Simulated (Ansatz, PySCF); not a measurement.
The PySCF input:
```python
from pyscf import gto, scf, mp

mol = gto.Mole()
mol.atom = '''
    C    -2.39747019    0.68447960   -0.78394350
    C    -1.22640354    0.42826786    0.18816510
    C    -1.48207930   -0.77524520    1.04735618
    C     0.00357110    0.20411587   -0.72544907
    C     1.28679311    0.24486838    0.12461970
    C     2.46853017    0.11074663   -0.87135678
    O     1.29826544   -0.83352335    0.99866191
    H    -3.29333536    0.82998835   -0.18194839
    H    -2.56093221   -0.15954709   -1.44876426
    H    -2.21676399    1.57514553   -1.37774144
    H    -1.07198714    1.32120796    0.79977468
    H    -2.08767816   -0.54857255    1.92277858
    H    -1.91606448   -1.59498070    0.47696701
    H    -0.51232359   -1.14999851    1.43107904
    H     0.06266683    0.98202076   -1.48353325
    H    -0.07986545   -0.76701298   -1.21272280
    H     1.36857371    1.20091466    0.65582542
    H     2.45330871    0.93370133   -1.57754900
    H     3.39390629    0.13468760   -0.29897286
    H     2.41034308   -0.83365180   -1.40482413
    H     1.74638005   -0.63911477    1.83398661
'''
mol.basis = 'sto-3g'
mol.charge = 1
mol.spin = 1
mol.verbose = 3
mol.build()

mf = scf.UHF(mol)
mf.kernel()

pt = mp.MP2(mf, frozen=7)
pt.kernel()
print('E(MP2) = %.10f' % pt.e_tot)
```

Question: Convert this to an input for Ansatz (a first-principles code).

Answer: This is not unique; one that fits is 
Ansatz 0.2 input:
```yaml
crystal:
  periodic: [false, false, false]
  atoms:
    - {symbol: C, position_ang: [-2.39747019, 0.68447960, -0.78394350]}
    - {symbol: C, position_ang: [-1.22640354, 0.42826786, 0.18816510]}
    - {symbol: C, position_ang: [-1.48207930, -0.77524520, 1.04735618]}
    - {symbol: C, position_ang: [0.00357110, 0.20411587, -0.72544907]}
    - {symbol: C, position_ang: [1.28679311, 0.24486838, 0.12461970]}
    - {symbol: C, position_ang: [2.46853017, 0.11074663, -0.87135678]}
    - {symbol: O, position_ang: [1.29826544, -0.83352335, 0.99866191]}
    - {symbol: H, position_ang: [-3.29333536, 0.82998835, -0.18194839]}
    - {symbol: H, position_ang: [-2.56093221, -0.15954709, -1.44876426]}
    - {symbol: H, position_ang: [-2.21676399, 1.57514553, -1.37774144]}
    - {symbol: H, position_ang: [-1.07198714, 1.32120796, 0.79977468]}
    - {symbol: H, position_ang: [-2.08767816, -0.54857255, 1.92277858]}
    - {symbol: H, position_ang: [-1.91606448, -1.59498070, 0.47696701]}
    - {symbol: H, position_ang: [-0.51232359, -1.14999851, 1.43107904]}
    - {symbol: H, position_ang: [0.06266683, 0.98202076, -1.48353325]}
    - {symbol: H, position_ang: [-0.07986545, -0.76701298, -1.21272280]}
    - {symbol: H, position_ang: [1.36857371, 1.20091466, 0.65582542]}
    - {symbol: H, position_ang: [2.45330871, 0.93370133, -1.57754900]}
    - {symbol: H, position_ang: [3.39390629, 0.13468760, -0.29897286]}
    - {symbol: H, position_ang: [2.41034308, -0.83365180, -1.40482413]}
    - {symbol: H, position_ang: [1.74638005, -0.63911477, 1.83398661]}
basis:
  gaussian:
    orbitals: STO-3G
total_charge: 1
magnetization: {spin_polarized: true, initial_magnetization: 1}
correlation: {method: mp2, electrons: outside_noble_gas}
accuracy: high
```

Both were run: PySCF gave -306.534920 Eh and Ansatz -306.534920 Eh, 0.000 mEh apart.
